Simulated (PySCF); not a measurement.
Sb(SiH3)(TeH)2 (H5SbSiTe2), SMILES [SiH3][Sb]([TeH])[TeH]. Geometry: PBE0-D3(BJ)/def2-SVP. The def2 effective core potentials stand for the cores of Sb, Te; spin–orbit coupling is left out.

Computed equilibrium geometry at PBE0-D3(BJ)/def2-SVP (PySCF confirms it by a frequency run) as Cartesian coordinates in Å:
```xyz
9

Sb     0.2416    -0.1633     1.0331
Si     2.4448    -0.7868    -0.1685
H      2.7652    -2.2123     0.1385
H      3.5295     0.1043     0.3400
H      2.3084    -0.6131    -1.6470
Te     0.1789     2.2689    -0.3171
H     -0.8456     2.9099     0.8304
Te    -1.1764    -1.8634    -0.6527
H     -2.4373    -1.9319     0.4348
```
Charge 0, spin multiplicity 1.
